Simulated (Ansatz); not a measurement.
Consider the formal exchange of groups at the Se–In bond: `C[Se][InH][Cl]` + `[SiH3]Cl` → `C[Se][SiH2]Cl` + `[Cl][InH2]`.

Calculated with Ansatz (gas phase, PBE0-D4/def2-TZVP geometries, no zero-point term in ΔE). CCSD(T)/CBS is the MP2 limit (def2-TZVPP, def2-QZVPP) plus CCSD(T) − MP2 in def2-TZVPP, frozen cores. This one scheme is used for every species. Functionals use def2-TZVPP. def2 core potentials past Kr. For In, Se outer-core shells are correlated without core-valence functions, which leaves a few kJ/mol of doubt a bond. Scalar relativity is left out up to krypton. Each species was taken in one conformer, which may not be the lowest.

Is it downhill or uphill in electronic energy at CCSD(T)/CBS, and by how much? (Best estimate.)

The calculation gave: Uphill: ΔE = +49.8 kJ/mol.

What do these levels give: r2SCAN0-D4, BHLYP-D4, ωB97M-V, PBE, MP2/def2-TZVPP, MP2/CBS(def2)? (Estimate.)

Computed: r2SCAN0-D4 43.6, BHLYP-D4 49.2, ωB97M-V 41.4, PBE 42.1, MP2/def2-TZVPP 49.5, MP2/CBS(def2) 51.6 kJ/mol.

Largest T1 diagnostic among the species: 0.014.

Leaving LDA and LC-ωPBE aside and taking each functional with its dispersion term where it has one, the values, not all of them listed here, spread over 14.1 kJ/mol, from B97M-V to B2PLYP. LDA lies −4.7 kJ/mol from PBE without D4. In def2-TZVPP, CCSD(T) changes the Hartree–Fock value by −6.3 kJ/mol (the triples alone add −0.1 kJ/mol) and MP2 by −4.5 kJ/mol. At CCSD(T), def2-SVP lies +3.7 kJ/mol from the extrapolated value and def2-TZVPP −2.2 kJ/mol.
